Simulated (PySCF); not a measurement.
Spin-rotation constants: `C=C(C(=O)F)C(F)(F)F`, C$_{4}$H$_{2}$F$_{4}$O

Geometry:
```
atom   x (Å)   y (Å)   z (Å)
  C1  -1.017  -1.047  -0.330
  C2  -0.193  -0.034  -0.080
  C3  -0.526   1.384  -0.337
  O4   0.131   2.345  -0.156
  F5  -1.778   1.501  -0.851
  C6   1.189  -0.245   0.505
  F7   1.451  -1.544   0.704
  F8   1.328   0.360   1.688
  F9   2.149   0.222  -0.298
 H10  -0.733  -2.067  -0.127
 H11  -1.996  -0.874  -0.745
```

Computed with GIAO B3LYP/6-31G magnetisability, rotational g tensor and spin-rotation constants, non-relativistic, gas phase (PySCF 2.14.0). Geometry: GFN2-xTB.

Problem. Give the nuclear spin-rotation constants along the inertial axes (H = +C I·J) beside the isotropic shieldings.

Solution. Rotational constants 2.7251, 1.2996, 1.0396 GHz. A star marks the isotopologue with that one atom substituted, in its own axes.
| atom | isotope | Caa (kHz) | Cbb (kHz) | Ccc (kHz) | mean (kHz) | σ (ppm) |
| --- | --- | --- | --- | --- | --- | --- |
| F5 | 19F | 3.603 | 3.900 | 1.306 | 2.936 | 146.2 |
| F7 | 19F | 2.765 | 1.694 | 1.144 | 1.868 | 271.7 |
| F8 | 19F | 4.082 | 1.459 | 1.101 | 2.214 | 256.6 |
| F9 | 19F | 4.083 | 1.442 | 1.100 | 2.209 | 257.4 |
| H10 | 1H | 0.044 | -0.033 | -0.135 | -0.041 | 26.1 |
| H11 | 1H | 0.143 | -0.080 | -0.134 | -0.024 | 26.0 |
| C1 | 13C* | 1.229 | 0.455 | 0.101 | 0.595 | 62.8 |
| C2 | 13C* | 1.204 | 0.367 | 0.164 | 0.578 | 68.0 |
| C3 | 13C* | 1.338 | 0.288 | 0.262 | 0.629 | 47.8 |
| O4 | 17O* | -1.462 | -0.819 | -0.081 | -0.788 | -111.7 |
| C6 | 13C* | 0.823 | 0.365 | 0.291 | 0.493 | 68.6 |

For the geometry as given, no vibrational averaging.
